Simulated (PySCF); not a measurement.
Input for PySCF:
```python
from pyscf import gto, scf, dft

mol = gto.M(
    atom='''
I    -0.00000000   -0.00000000   -0.02909860
H     0.00000000    0.00000000    1.54222583
''',
    basis='def2-qzvp',
    ecp={'I': 'def2-qzvp'},
    verbose=5,
)

mf = dft.RKS(mol)
mf.xc = 'r2scan'
mf = mf.density_fit(auxbasis='def2-universal-jkfit')
mf.kernel()
mf.analyze()
```

What does this run give for the total energy, dipole moment, HOMO energy, number of basis functions, nuclear repulsion energy?


- total energy = -298.4220 Eh
- dipole moment = 0.48 D
- HOMO energy = -7.09 eV
- number of basis functions = 112
- nuclear repulsion energy = 8.4193 Eh
